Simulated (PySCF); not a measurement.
C₂H₆F₂OSi, SMILES COC([SiH3])(F)F. Geometry: PBE-D3(BJ)/def2-SVP. This is a generated structure with no PubChem entry under its InChIKey; it may be hypothetical. Other conformers were not sampled.

Computed equilibrium geometry at PBE-D3(BJ)/def2-SVP (PySCF confirms it by a frequency run) as bond lengths and angles, and its point group (one conformer of several):
point group Cs.
Atoms: C1 O2 C3 F4 F5 Si6 H7 H8 H9 H10 H11 H12. Bonded distances (Å): C1–O2 1.438, C1–H7 1.109, C1–H8 1.104, C1–H9 1.109, O2–C3 1.360, C3–F4 1.388, C3–F5 1.388, C3–Si6 1.936, Si6–H10 1.499, Si6–H11 1.499, Si6–H12 1.499. Bond angles (°): O2–C1–H7 110.8, O2–C1–H8 106.1, O2–C1–H9 110.8, H7–C1–H8 109.8, H7–C1–H9 109.5, H8–C1–H9 109.8, C1–O2–C3 116.1, O2–C3–F4 110.9, O2–C3–F5 110.9, O2–C3–Si6 109.9, F4–C3–F5 104.5, F4–C3–Si6 110.2, F5–C3–Si6 110.2, C3–Si6–H10 107.7, C3–Si6–H11 108.7, C3–Si6–H12 108.7, H10–Si6–H11 110.4, H10–Si6–H12 110.4, H11–Si6–H12 110.8.
